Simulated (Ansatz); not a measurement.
Calculated with Ansatz (gas phase, PBE0-D4/def2-TZVP geometries, no zero-point term in ΔE). CCSD(T)/CBS is the MP2 limit (def2-TZVPP, def2-QZVPP) plus CCSD(T) − MP2 in def2-TZVPP, frozen cores. DFT in def2-TZVPP. B3LYP here is the variant with VWN-RPA as its local correlation; programs differ in this. For Ge outer-core shells are correlated without core-valence functions, which leaves a few kJ/mol of doubt a bond. Scalar relativity is left out up to krypton. One conformer a species, not always the lowest.

`C=[C]([SiH3])[GeH3]` + `[SiH3]S` → `[SiH3][SiH3]` + `C=[C](S)[GeH3]`  (redistribution)

```
          level  ΔE (kJ/mol)  difference from CCSD(T)/CBS
         PBE-D4         72.0                        -20.1
        PBE0-D4         80.1                        -12.0
       B3LYP-D4         85.7                         -6.4
        ωB97X-V         87.7                         -4.4
            PBE         71.7                        -20.4
 MP2/def2-TZVPP         97.7                          5.6
CCSD/def2-TZVPP         93.3                          1.2
 MP2/def2-QZVPP         98.5                          6.4
   HF/CBS(def2)        105.5                         13.4
 CCSD/CBS(def2)         94.6                          2.5
    CCSD(T)/CBS         92.1                            0
```

Largest T1 diagnostic among the species: 0.013.

In def2-TZVPP, CCSD(T) changes the Hartree–Fock value by −14.5 kJ/mol (the triples alone add −2.5 kJ/mol) and MP2 by −7.6 kJ/mol. From PBE to PBE0 (25 % exact exchange), in def2-TZVPP and without D4, ΔE moves by +8.1 kJ/mol.
